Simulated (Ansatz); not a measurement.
Program: Ansatz. Geometries: PBE0-D4/def2-TZVP. ΔE: electronic, gas phase. CBS: MP2 limit from def2 TZ/QZ plus the TZ coupled-cluster correction, frozen cores. This one scheme is used for every species. DFT in def2-TZVPP. B3LYP here is the variant with VWN-RPA as its local correlation; programs differ in this. One conformer a species, not always the lowest.

`CO[SiH2][SiH2]N` + HCl → `CO[SiH2]Cl` + `N[SiH3]`  (cleavage of the Si–Si bond)

```tsv
level	ΔE (kJ/mol)	difference from CCSD(T)/CBS
PBE-D4	-104.8	18.7
PBE0-D4	-111.6	11.9
B3LYP-D4	-119.2	4.3
ωB97X-V	-121.6	1.9
B2PLYP	-128.5	-5.0
PBE	-109.3	14.2
PBE0	-115.9	7.6
HF/def2-TZVPP	-145.2	-21.7
MP2/def2-TZVPP	-131.1	-7.6
SCS-MP2/def2-TZVPP	-131.9	-8.4
CCSD/def2-TZVPP	-122.9	0.6
CCSD(T)/def2-TZVPP	-120.4	3.1
MP2/def2-QZVPP	-133.2	-9.7
HF/CBS(def2)	-146.4	-22.9
MP2/CBS(def2)	-134.2	-10.7
CCSD/CBS(def2)	-126.0	-2.5
CCSD(T)/CBS	-123.5	0
```

Largest T1 diagnostic among the species: 0.011.

In def2-TZVPP, CCSD(T) changes the Hartree–Fock value by +24.9 kJ/mol (the triples alone add +2.5 kJ/mol) and MP2 by +14.1 kJ/mol. The D4 term adds +6.7 kJ/mol with B3LYP and +4.3 kJ/mol with PBE0; it sums over pairs of atoms, weighted by their polarisabilities, and B3LYP, whose exchange is more repulsive, gets the larger term.
